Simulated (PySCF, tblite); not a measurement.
Species: C₅H₇N₃O.
Atom-mapped SMILES: `[CH3:1][CH2:2][n:3]1[n:4][cH:5][c:6]([CH:7]=[O:8])[n:9]1` (hydrogens: H10, H11, H12 on C1; H13, H14 on C2; H15 on C5; H16 on C7)

Cartesian coordinates in Å at the GFN2-xTB level; atoms count from 1:
```xyz
16
C5H7N3O angstrom
C     -2.476    0.212    0.721
C     -1.604   -0.748   -0.082
N     -0.250   -0.275   -0.131
N      0.158    0.578   -1.045
C      1.422    0.813   -0.748
C      1.747    0.054    0.395
C      2.998   -0.054    1.126
O      4.013    0.532    0.850
N      0.644   -0.618    0.745
H     -2.105    0.296    1.740
H     -3.498   -0.155    0.750
H     -2.469    1.197    0.262
H     -1.965   -0.819   -1.111
H     -1.590   -1.735    0.383
H      2.036    1.474   -1.321
H      2.932   -0.743    1.989
```

Level of theory: CAM-B3LYP/def2-SVPD in PySCF (dipole) on a GFN2-xTB geometry, gas phase.

Masses are those of the commonest isotopes; rigid-rotor values at the optimised geometry. The values belong to one conformer with, in the numbering `[CH3:1][CH2:2][n:3]1[n:4][cH:5][c:6]([CH:7]=[O:8])[n:9]1`, C1–C2–N3–N4 -86°, C5–C6–C7–O8 0°.

Problem. Give the principal moments of inertia and the rotational constants in cm⁻¹.

Solution. Ia = 97.47, Ib = 548.15, Ic = 601.05 u·Å²; 505379 MHz·u·Å²/I gives 5185, 922.0 and 840.8 MHz, that is A = 0.17295, B = 0.03075, C = 0.02805 cm⁻¹.

Problem. Classify the top.

Solution. A near-prolate asymmetric top. Ray's parameter κ = (2B − A − C)/(A − C) = -0.963; −1 is the prolate and +1 the oblate limit.

Problem. Is it planar, by Δ = Ic − Ia − Ib?

Solution. Not planar: Δ = Ic − Ia − Ib = -44.57 u·Å². For a rigid frame Δ = −2 Σ m c², so Σ m c² = 22.28 u·Å² lies off the ab plane: 6.85 from hydrogen and 15.43 from heavier atoms. The atom farthest from that plane is 1.46 Å away.

Problem. Give the other two planar moments, Paa and Pbb, and the rms extents of the mass along the axes.

Solution. Paa = Σ m a² = (Ib + Ic − Ia)/2 = 525.86 and Pbb = Σ m b² = (Ia + Ic − Ib)/2 = 75.19 u·Å². With the mass M = 125.06 u, the rms extents √(P/M) along a, b and c are 2.05, 0.78, 0.42 Å.

Problem. List the rotational levels J(Ka,Kc) to J = 5 (MHz).

Solution. Above 0(0,0):
J = 1: 1(0,1) 1763, 1(1,1) 6026, 1(1,0) 6107
J = 2: 2(0,2) 5287, 2(1,2) 9470, 2(1,1) 9714, 2(2,1) 22503, 2(2,0) 22504
J = 3: 3(0,3) 10571, 3(1,3) 14636, 3(1,2) 15123, 3(2,2) 27791, 3(2,1) 27797, 3(3,1) 49309, 3(3,0) 49309
J = 4: 4(0,4) 17611, 4(1,4) 21523, 4(1,3) 22334, 4(2,3) 34841, 4(2,2) 34858, 4(3,2) 56363, 4(3,1) 56363, 4(4,1) 86485, 4(4,0) 86485
J = 5: 5(0,5) 26402, 5(1,5) 30129, 5(1,4) 31346, 5(2,4) 43653, 5(2,3) 43693, 5(3,3) 65181, 5(3,2) 65181, 5(4,2) 95302, 5(4,1) 95302, 5(5,1) 134031, 5(5,0) 134031

Problem. Which lines would a microwave search look for?

Solution. The dipole components are |μa| = 4.09 D, |μb| = 0.78 D, |μc| = 0.44 D. Intensities carry the squares of the components, which stand as 1.00 : 0.04 : 0.01 (a : b : c). Some lines, for components of 0.1 D or more:

| type | branch | J(Ka,Kc) | MHz | lower level (cm⁻¹) |
| --- | --- | --- | --- | --- |
| a | Q | 3(1,2) ← 3(1,3) | 487 | 0.488 |
| a | R | 2(0,2) ← 1(0,1) | 3524 | 0.059 |
| b | R | 1(1,1) ← 0(0,0) | 6026 | 0.000 |
| a | R | 4(3,1) ← 3(3,0) | 7054 | 1.645 |
| c | R | 3(1,2) ← 2(0,2) | 9836 | 0.176 |
| b | Q | 2(2,0) ← 2(1,1) | 12790 | 0.324 |
| b | Q | 4(2,3) ← 4(1,4) | 13318 | 0.718 |
| b | R | 2(2,0) ← 1(1,1) | 16478 | 0.201 |
| c | Q | 5(3,3) ← 5(2,3) | 21488 | 1.457 |
| b | Q | 3(3,1) ← 3(2,2) | 21518 | 0.927 |
| b | Q | 5(4,1) ← 5(3,2) | 30121 | 2.174 |
| b | R | 4(4,0) ← 3(3,1) | 37176 | 1.645 |
| c | R | 5(4,2) ← 4(3,2) | 38939 | 1.880 |
| c | R | 5(5,0) ← 4(4,0) | 47546 | 2.885 |

Problem. Estimate the classical rotational partition function at 10 K, 50 K and 500 K.

Solution. Point group C1, symmetry number σ = 1; q = (√π/σ)·√((kT/h)³/(ABC)), k/h = 20836.6 MHz/K: 2660 at 10 K, 29700 at 50 K, 940000 at 500 K.

Its GFN2-xTB frequencies are all real (lowest 20 cm⁻¹). No vibrational averaging or centrifugal distortion is included, and the geometry carries the error of its method. A rigid rotor knows nothing of internal rotation, which can split or shift real lines. Quadrupole hyperfine structure (14N) is left out.

Rough CPU time on one thread of a shared machine: about 2.4 min. This is the CAM-B3LYP/def2-SVPD job that gave the dipole, with the excitations it also computed.
